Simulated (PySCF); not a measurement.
C₃H₇NSSi.
SMILES: `[SiH3]S/C=C\N=C`

Torsions of this conformer, `[CH2:1]=[N:2]/[CH:3]=[CH:4]\[S:5][SiH3:6]`: C1–N2–C3–C4 180°, C3–C4–S5–Si6 -1°.

The closed-shell ground state was solved at several levels (PySCF, density fitting, gas phase, non-relativistic). Isolated species at its PBE0-D3(BJ)/def2-SVP geometry (one conformer only).

```tsv
level	basis functions	HOMO (eV)	LUMO (eV)	gap (eV)	dipole (D)
PBE0/pcSseg-1	151	-6.43	-1.74	4.69	3.60
PBE0/STO-3G	45	-3.56	1.64	5.20	1.39
mPW1PW91/pcSseg-1	151	-6.45	-1.75	4.70	3.61
PBE0/6-31G	76	-6.28	-1.45	4.83	3.79
CAM-B3LYP/pcSseg-1	151	-7.56	-0.62	6.94	3.69
B97-2/pcSseg-1	151	-6.20	-1.78	4.42	3.56
LC-wPBE/pcSseg-1	151	-8.84	0.40	9.24	4.01
BHandHLYP/pcSseg-1	151	-7.21	-0.64	6.57	3.82
```

What might wB97X-D/pcSseg-1 (151 basis functions) give for the same quantities?

HOMO -8.13 eV, LUMO -0.02 eV, gap 8.11 eV, dipole 3.79 D.

Over all these levels, which gives the widest orbital gap and which the narrowest?

LC-wPBE/pcSseg-1 (range-separated hybrid) has the widest, 9.24 eV, and B97-2/pcSseg-1 (global hybrid, 21 % exact exchange) the narrowest, 4.42 eV. The two share the basis. From the narrowest to the widest the HOMO moves by -2.64 eV and the LUMO by +2.18 eV.

How much does the basis alone move the frontier levels among the 3 PBE0 rows?

The HOMO by 2.87 eV and the LUMO by 3.38 eV. By rising basis size (HOMO, LUMO in eV): STO-3G -3.56, 1.64; 6-31G -6.28, -1.45; pcSseg-1 -6.43, -1.74.

In the pcSseg-1 basis, how does the gap go with the fixed share of exact exchange?

B97-2 (21 %) 4.42 eV; PBE0 (25 %) 4.69 eV; mPW1PW91 (25 %) 4.70 eV; BHandHLYP (50 %) 6.57 eV. Each rise in the share widens the gap here.

How far do the dipole and the HOMO energy spread over the levels?

The dipole runs from 1.39 to 4.01 D (mean 3.47 D) and the HOMO from -8.84 to -3.56 eV.
